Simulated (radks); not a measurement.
Question: The indium ion In2+, 47 electrons, occupied as [Kr] 4d10 5s1. Calculated with a radial shooting solver on a logarithmic mesh with Libxc functionals: scalar-relativistic Kohn-Sham, LDA (Slater exchange, Perdew-Wang correlation), spin-polarised, spherical densities, point nucleus; open shells are filled with parallel spins first (spin-orbit coupling, left out, can overturn this in heavy ions). Some entries of the table are withheld. Estimate them.

orbital  occ.  eigenvalue (eV)  r(max) (bohr)
1s up       1        -27739.50        0.01924
1s down     1        -27739.46        0.01924
2s up       1        -4169.732         0.1087
2s down     1        -4169.715         0.1087
2p up       3        -3746.764        0.08693
2p down     3        -3746.745        0.08694
3s up       1        -805.4480         0.3159
3s down     1        -805.4151         0.3159
3p up       3        -666.9230         0.3091
3p down     3        -666.8900         0.3091
3d up       5        -451.1825         0.2579
3d down     5        -451.1538         0.2579
4s up       1        -137.6791         0.7690
4s down     1        -137.6136         0.7690
4p up       3         -96.2750         0.8151
4p down     3         -96.1835         0.8151
4d up       5         -36.8577         0.9309
4d down     5         -36.6042         0.9296
5s up       1         -24.5389            (1)
5s down     0         -23.5651            (2)

Answer: 
(1) 5s up r(max) (bohr): 2.041
(2) 5s down r(max) (bohr): 2.030
